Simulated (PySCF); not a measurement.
C₂H₆BFO₂, SMILES C[C@@H](F)B(O)O.

Geometry optimised at PBE-D3(BJ)/def2-SVP. The structure was generated by enumeration; whether it is a known compound was not checked. Other conformers were not sampled.

The numbers are results of PBE-D3(BJ)/def2-SVP (PySCF), not measurements.

No scaling factor is applied to the harmonic values.

Computed vibrational spectrum:
| mode | ν (cm⁻¹) | IR (km/mol) | moving atoms (share of kinetic energy) |
|---|---|---|---|
| 1 | 62 | 0.1 | O 48 %, F 19 %, H 17 %, C 16 % |
| 2 | 188 | 7.0 | C 34 %, O 31 %, H 21 %, F 12 % |
| 3 | 216 | 4.4 | H 73 %, O 14 % |
| 4 | 262 | 7.7 | H 40 %, O 26 %, F 21 %, C 8 % |
| 5 | 357 | 10.2 | F 29 %, O 27 %, C 20 %, H 17 % |
| 6 | 421 | 6.9 | F 27 %, H 24 %, O 23 %, C 21 % |
| 7 | 476 | 51.8 | H 67 %, O 18 % |
| 8 | 488 | 16.3 | H 34 %, O 26 %, C 14 %, B 13 %, F 12 % |
| 9 | 615 | 7.1 | B 49 %, H 28 %, O 13 % |
| 10 | 660 | 96.8 | H 75 %, O 14 % |
| 11 | 735 | 15.6 | C 30 %, H 27 %, O 24 %, B 17 % |
| 12 | 867 | 24.0 | H 43 %, C 31 %, F 22 % |
| 13 | 972 | 111.8 | H 79 %, O 15 % |
| 14 | 975 | 50.9 | H 68 %, C 19 % |
| 15 | 1019 | 178.4 | H 57 %, C 19 %, O 17 % |
| 16 | 1059 | 10.4 | C 50 %, H 35 % |
| 17 | 1100 | 25.9 | C 48 %, H 46 % |
| 18 | 1218 | 73.3 | H 60 %, C 23 %, B 9 % |
| 19 | 1289 | 7.5 | H 84 %, C 14 % |
| 20 | 1339 | 13.8 | H 75 %, C 25 % |
| 21 | 1359 | 147.0 | B 40 %, H 33 %, C 14 %, O 14 % |
| 22 | 1403 | 58.4 | H 81 %, B 8 % |
| 23 | 1431 | 8.8 | H 92 % |
| 24 | 1471 | 205.2 | B 73 %, O 19 % |
| 25 | 2939 | 29.5 | H 92 % |
| 26 | 2970 | 11.7 | H 97 % |
| 27 | 3059 | 18.1 | H 91 %, C 9 % |
| 28 | 3068 | 12.8 | H 90 %, C 10 % |
| 29 | 3669 | 93.3 | H 94 % |
| 30 | 3777 | 49.7 | H 94 % |
